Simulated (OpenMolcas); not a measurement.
Tm2+ with 8 ligands (fluoride) in cubic eightfold coordination (Oh) at 2.47 Å. A charge of +0.75 e stands 2.4 Å behind each ligand. Ligand basis ANO-RCC-VDZP.

```
Program             : OpenMolcas 26.06
Method              : CASSCF
Basis               : ANO-RCC-VDZP [7s6p4d2f1g]
Scalar Hamiltonian  : DKH2, point nucleus
Active space        : 13 electrons in 7 orbitals (4f)
State averaging     : 2S+1 = 2 odd, 7 roots
Spin-orbit coupling : state interaction with AMFI integrals over the reference wave functions
```

**Question.** What is the spin-free ground state (labels of O, the rotations of Oh)?

**Answer.** 2A2, 1-fold in its orbital part; it has the highest spin that f13 allows.

**Question.** Where is the first state of the same spin?

**Answer.** 2T2 at 406 cm-1 above the ground state.

**Question.** What are the lowest two levels with spin-orbit coupling?

**Answer.** A 2-fold level Γ7 with g = 3.45, 3.45, 3.45, then a 4-fold level Γ8 257.3 cm-1 above it. Their leading multiplicities are 2 (100 %) and 2 (100 %).

**Question.** What is χT at 300 K, and how does it compare with the textbook value?

**Answer.** Hund's rules give f13 the level 2F7/2 with g = 1.143, so an isolated free-ion multiplet has χT = g² J(J+1) / 8 = 2.571 cm3 K/mol. The computed 2.460 at 300 K differs by -4 %, through the field's splitting, the mixing of terms and any other multiplet in reach.

Without dynamic correlation the ligand-field splitting of an f shell can come out too small, at times by half. No measured value stands beside these numbers; the geometry is a model, was not optimised and need not be the one that this ion takes.
